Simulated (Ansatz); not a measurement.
Four-centre ligand exchange

Start structure (GeH₆SO, closed shell), relaxed at PBE0-D4/def2-TZVP:

```xyz
9
angstrom
Ge -0.6762 0.9955 0.5647
S 0.2424 -0.8236 1.4944
H 0.2900 1.5883 -0.4663
H -0.9659 2.0218 1.6720
H -1.9715 0.4978 -0.0760
H 0.4608 -1.4720 -0.8947
O 0.2020 -1.3355 -1.8153
H 1.3924 -0.2118 1.8219
H 1.0260 -1.2604 -2.3007
```

The step: GeH₄S ([SH][GeH3]) + H₂O → GeH₄O ([OH][GeH3]) + H₂S; bonds formed: Ge1–O7, S2–H6; bonds broken: Ge1–S2, H6–O7. Computed with Ansatz 0.2.0 (basis: def2-TZVPP and def2-QZVPP); correlated methods freeze the cores. Filled d shells of the heavier atoms are correlated. The def2 sets are not built for correlating such inner shells, so the correlated values are less sure here. Extrapolation: Hartree–Fock as exp(−7.88 √X), correlation as X^−2.97. Energies below are by CCSD(T) at an estimated basis limit (MP2 extrapolated from triple and quadruple zeta, plus CCSD(T) − MP2 in triple zeta).

What are the electronic barrier and the energy of the step, from the start structure to the end structure? (Judge from chemistry; the value comes from the calculation.)

By the calculation: Barrier 143.2 kJ/mol; step energy 28.1 kJ/mol (uphill); reverse barrier, their difference, 115.1 kJ/mol. Barrier and step energy count from the start structure, the reverse barrier from the end structure.

The saddle point: One imaginary mode of 286i cm⁻¹.
```
  pair  start (Å)  saddle (Å)  end (Å)
Ge1–O7       3.45        1.98     1.79
 S2–H6       2.49        1.81     1.35
Ge1–S2       2.24        2.73     4.03
 H6–O7       0.97        1.08     2.14
```

Zero-point energy (harmonic, PBE0-D4): ZPE is 147.4 kJ/mol at the start and 143.8 kJ/mol at the saddle, so the barrier goes from 143.2 to 139.6 kJ/mol.

No T1 diagnostic of these runs exceeds 0.013.

Labels in which every atom is bracketed show which atoms are joined, not bond orders.

For scale, one of the runs: CCSD(T)/def2-TZVPP, 205 basis functions (an equivalent command: `ansatz run in.yaml --threads 4`). Time: 110 s of wall clock on 4 CPU threads; the host was shared. Peak host memory: 2.6 GiB.
